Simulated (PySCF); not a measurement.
B(Me)(OH)(PH2) (CH6BOP), SMILES CB(O)P. Atoms are numbered in the order given.

```xyz
10

B      0.2208    -0.3380     0.2595
C      1.6371    -0.7677    -0.2831
H      2.2518    -1.3071     0.4584
H      2.2198     0.0904    -0.6551
H      1.5026    -1.4403    -1.1497
O     -0.3315    -0.8702     1.3835
H      0.2500    -1.5101     1.8171
P     -0.7897     1.0830    -0.5828
H     -2.0850     0.5018    -0.4629
H     -0.5688     0.6789    -1.9326
```

Geometry: r2SCAN-D4/def2-SVP. One conformer was computed; it need not be the lowest.

All values below come from KT2/pcSseg-1 (PySCF).

GIAO shieldings, no solvent; atoms listed in one row are averaged. δ = σ(ref) − σ: ¹¹B against BF3 (σ = 89.8 ppm); ¹³C against TMS (σ = 185.1 ppm); ¹H against TMS (σ = 31.47 ppm); ¹⁷O against H2O (σ = 330.4 ppm); ³¹P against PH3 (σ = 597.6 ppm), references at their B3LYP-D3(BJ)/def2-TZVP geometries, non-relativistic.

Estimate the chemical shifts. (Estimate from the structure and the level; the computed values follow.)


```json
[
 {"nucleus": "¹¹B", "atoms": "B1", "count": "1", "δ (ppm)": "45.9"},
 {"nucleus": "¹³C", "atoms": "C2", "count": "1", "δ (ppm)": "13.5"},
 {"nucleus": "¹H", "atoms": "H7", "count": "1", "δ (ppm)": "5.76"},
 {"nucleus": "¹H", "atoms": "H9", "count": "1", "δ (ppm)": "2.58"},
 {"nucleus": "¹H", "atoms": "H10", "count": "1", "δ (ppm)": "2.23"},
 {"nucleus": "¹H", "atoms": "H3, H4, H5", "count": "3", "δ (ppm)": "0.82"},
 {"nucleus": "¹⁷O", "atoms": "O6", "count": "1", "δ (ppm)": "207.1"},
 {"nucleus": "³¹P", "atoms": "P8", "count": "1", "δ (ppm)": "38.7"}
]
```
